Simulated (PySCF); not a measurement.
Sb(H)(TeH)2 (H₃SbTe₂), SMILES [TeH][SbH][TeH].

The structure is a stationary point at PBE0-D3(BJ)/def2-SVP. The structure was generated by enumeration; whether it is a known compound was not checked. The def2 effective core potentials stand for the cores of Sb, Te; spin–orbit coupling is left out.

These are PySCF with M06-2X/def2-TZVP values and carry that method's errors.

Isolated molecule, no solvent.

```json
{
  "total_energy": "-777.88686 hartree",
  "point_group": "Cs",
  "highest_occupied_level": "-7.33 eV",
  "lowest_empty_level": "-1.23 eV",
  "orbital_gap": "6.10 eV",
  "dipole_moment": "1.15 D",
  "quadrupole, principal values (traceless, Buckingham form, about the centre of nuclear charge)": "-4.23, -1.38, 5.61 D·Å",
  "mean_static_polarisability": "129.9 bohr³ (19.26 Å³)",
  "polarisability_principal_values": "94.8, 111.3, 183.7 bohr³"
}
```
